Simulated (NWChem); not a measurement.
BeSiH3OCl; SMILES [Be]([Cl])[O][SiH3]

```xyz
7

Be    -0.0326     0.7982     0.0038
Cl    -0.0698     2.6084     0.0168
O     -0.0043    -0.6101    -0.0062
Si     0.0315    -2.2629    -0.0146
H     -0.8327    -2.7822    -1.1156
H     -0.4710    -2.7862     1.2902
H      1.4315    -2.7362    -0.2260
```
Atoms are numbered in this order, from 1.

Computed with NWChem. Pople sets run with spherical d functions. The geometry was optimised at PBE0/def2-SVP. B3LYP is NWChem's, with the RPA form of VWN correlation. Field at 589 nm.

For level B3LYP/6-31G*:

```
Item                              Value
--------------------------------  -----
isotropic polarisability (bohr³)   44.9
anisotropy (bohr³)                 27.8
```

**Question.** What are these values for level B3LYP/def2-SVPD?

**Answer.** 
- isotropic polarisability (bohr³) = 60.0
- anisotropy (bohr³) = 23.5
